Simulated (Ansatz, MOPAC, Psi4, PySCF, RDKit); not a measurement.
Noncovalent pair: H2O (SMILES O) (first 3 atoms) with H4OSi (SMILES O[SiH3]); geometry from B3LYP-D3(BJ)/def2-TZVP, rigid monomers moved along the line of their centres of mass till O1···H6 is 2.55 Å.
(charge 0, multiplicity 1):
```xyz
9

O      0.2554    -0.5303     0.3290
H     -0.4467    -0.9593    -0.1722
H      0.6992     0.0626    -0.2871
O     -0.7230     0.9021     3.3964
Si    -0.1268     0.3957     4.8393
H     -0.4108     0.4652     2.5857
H     -0.4264    -1.0365     5.1019
H     -0.7741     1.2224     5.8807
H      1.3471     0.5666     4.9318
```

Monomers are frozen at their geometry in the pair; levels with a basis set take the counterpoise correction. Rows marked so take none. RDKit's UFF carries no charges.

Correlated levels freeze the cores. Rows in STO-3G carry no dispersion term and start afresh at each structure. The state that PM3 reach isn't checked.

Run with Ansatz (Gaussian orbitals); MOPAC for PM3 (differences of heats of formation); Psi4 for SAPT; PySCF for STO-3G rows, the dispersion terms; RDKit for the force fields. 

```
level                        interaction energy (kJ/mol)
---------------------------  ---------------------------
UFF                                                 -0.1
PM3                                                 -4.1
HF/STO-3G (no counterpoise)                         -9.8
PBE-D4/def2-TZVPPD                                 -17.2
B3LYP-D3(BJ)/def2-TZVPPD                           -16.6
PBE0-D3(BJ)/def2-TZVPPD                            -17.0
wB97X-V/def2-TZVPPD                                -16.6
SCS-MP2/aug-cc-pV(D+d)Z                            -15.4
SAPT0/jun-cc-pV(D+d)Z                                [?]
```

**Question.** What belongs in the gaps?

**Answer.** 
- SAPT0/jun-cc-pV(D+d)Z, interaction energy (kJ/mol): -17.8

Ansatz is a program for electronic structure.
